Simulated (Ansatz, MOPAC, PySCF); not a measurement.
System: 1,1,1-trifluoroethane, C$_{2}$H$_{3}$F$_{3}$ (charge 0, singlet). SMILES: C(C)(F)(F)F
Geometry: optimised at B3LYP-D3(BJ)/def2-TZVP (Ansatz, a first-principles code).

Wanted: size of the dipole moment, in D. Set-up: no spin-orbit coupling; non-relativistic; dispersion terms only where a functional's name holds one; 6-311+G** with 5d; 6-31G* and kin with 6d, 5d where marked. Ab initio and DFT rows: single points at B3LYP-D3(BJ) geometries (Ansatz). Semi-empirical rows: dipoles at the shared geometry.

Measured values: NIST CCCBDB, as tabulated in the package chemicals; dipoles are vibrational averages. 

Value to compare with, the measured value: 2.32 D.

```csv
level,program,size of the dipole moment (D),error
PM3,MOPAC,2.11,-0.21
PBE/6-31G*,Ansatz,1.91,-0.41
B3LYP/6-31G*,Ansatz,2.07,-0.25
B3LYP/6-31+G*,Ansatz,2.46,0.14
B3LYP/6-31G**,Ansatz,2.08,-0.24
M06-2X/6-311+G**,PySCF,2.62,0.30
B3PW91/6-31G* (5d),PySCF,2.09,-0.23
```

Among the 7 habitual levels, PBE/6-31G* lies farthest from the measured value (-0.41 D) and B3LYP/6-31+G* nearest (0.14); 2 of 7 lie above it, and their mean absolute error is 0.25 D, the median 0.24. One case shows no general order.

The levels are drawn from those run, B3LYP/6-31G* more often than the rest, none by its result; left out are runs that failed, that the program found above a lower state of the same kind, or whose <S^2> lies over 0.5 above the pure value.
